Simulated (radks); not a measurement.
Results of a calculation; reference values are marked as such.
Charge is removed step by step from the 4p3/2 level of Mo2+, starting from [Ar] 3d10 4s2 4p(1/2: 2, 3/2: 4) 4d4. Code: a radial shooting solver on a logarithmic mesh with Libxc functionals. Model: Dirac Kohn-Sham, PBE, spin-unpolarised, spherical densities, finite nucleus; open shells fill j = l - 1/2 first; Fermi nuclear charge, rms radius 4.4091 fm.

| removed (e) | E - E(0) (eV) | eigenvalue (eV) | E minus straight line (eV) |
|---|---|---|---|
| 0 | 0.000 | -55.812 | 0.000 |
| 0.1 | 5.652 | -57.233 | -0.661 |
| 0.2 | 11.447 | -58.671 | -1.179 |
| 0.3 | 17.387 | -60.124 | -1.553 |
| 0.4 | 23.472 | -61.592 | -1.780 |
| 0.5 | 29.706 | -63.074 | -1.860 |
| 0.6 | 36.088 | -64.570 | -1.791 |
| 0.7 | 42.620 | -66.080 | -1.572 |
| 0.8 | 49.304 | -67.602 | -1.201 |
| 0.9 | 56.141 | -69.137 | -0.678 |
| 1 | 63.132 | -70.684 | 0.000 |

Removing the whole electron costs 63.132 eV by Delta-SCF, against 55.812 eV from minus the eigenvalue at the starting occupation. Slater's transition state (half an electron removed) gives 63.074 eV. Integrating minus the eigenvalue over the occupation (Janak's theorem) gives 63.132 eV. The mean slope of the eigenvalue, de/dn, is 14.9 eV per electron.
